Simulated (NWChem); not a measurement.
## Total energies of Cl$_{2}$Sn

```xyz
3

Sn     0.0000     0.0000     0.6266
Cl     1.8492     0.0000    -0.9215
Cl    -1.8492     0.0000    -0.9215
```
Charge 0, spin multiplicity 1.

Program: NWChem. The geometry was optimised at PBE/def2-SVP with def2 effective core potentials on Sn, a minimum by its harmonic frequencies.

Basis set: def2-SVP (62 functions).

```
method   total energy (Ha)
-------  -----------------
RHF            -1132.16951
MP2            -1132.51459
B2PLYP         -1133.94743
PBE            -1134.14164
B3LYP          -1134.61898
r2SCAN         -1134.54257
CCSD(T)        -1132.55693
```

Total energies of different functionals aren't comparable as a measure of quality: only differences taken within one method are. 

Effective core potentials replace the inner electrons of Sn; spin-orbit coupling is left out. The correlated methods keep 14 core orbitals frozen. B3LYP has NWChem's definition, with VWN1-RPA local correlation. The structure started from a generated list of species. Coupled-cluster values serve here as a point of comparison, not as the truth.
